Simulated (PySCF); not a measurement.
C2H6GeN2.
Atom-mapped SMILES: `[H]/[N:5]=[CH:4]\[GeH2:3][N:2]=[CH2:1]` (hydrogens: H6, H7 on C1; H8, H9 on Ge3; H10 on C4; H11 on N5)

Method used: PBE0-D3(BJ)/def2-SVP geometry optimisation, gas phase (PySCF 2.14.0).

Q: Give the optimised bond lengths and angles.

A: 
| bond | length (bohr) | order |
| --- | --- | --- |
| C1=N2 | 2.386 | double |
| N2–Ge3 | 3.512 | single |
| Ge3–C4 | 3.718 | single |
| C4=N5 | 2.398 | double |
| C1–H6 | 2.091 | single |
| C1–H7 | 2.102 | single |
| Ge3–H8 | 2.906 | single |
| Ge3–H9 | 2.933 | single |
| C4–H10 | 2.090 | single |
| N5–H11 | 1.943 | single |

Orders are formal, as drawn. A selection of angles:
| angle | degrees |
| --- | --- |
| N2–C1–H6 | 119.9 |
| N2–C1–H7 | 125.2 |
| H6–C1–H7 | 114.8 |
| C1–N2–Ge3 | 121.3 |
| N2–Ge3–C4 | 107.7 |
| N2–Ge3–H8 | 106.7 |
| N2–Ge3–H9 | 112.0 |
| C4–Ge3–H8 | 111.3 |
| C4–Ge3–H9 | 107.8 |
| H8–Ge3–H9 | 111.4 |
| Ge3–C4–N5 | 125.8 |
| Ge3–C4–H10 | 117.1 |
| N5–C4–H10 | 117.1 |
| C4–N5–H11 | 111.2 |

Torsions: C1–N2–Ge3–C4 119° (anticlinal); N2–Ge3–C4–N5 -132° (anticlinal); H11–N5–C4–Ge3 0° (synperiplanar). The mirror-image conformer, all signs reversed, is as good.

Ge3 (germanium bonded to C, N and 2 H) is tetrahedral (angles from 106.7° to 112.0°).

Point group: C1 (no symmetry element, even within 0.4 Å). Whether it is a minimum is left open (no frequencies). One conformer, not necessarily the lowest.

Time: 48 s of wall time; peak memory 0.49 GiB. Hardware: Arm Neoverse V1, one thread, on a shared host. That covers the optimisation of the geometry.
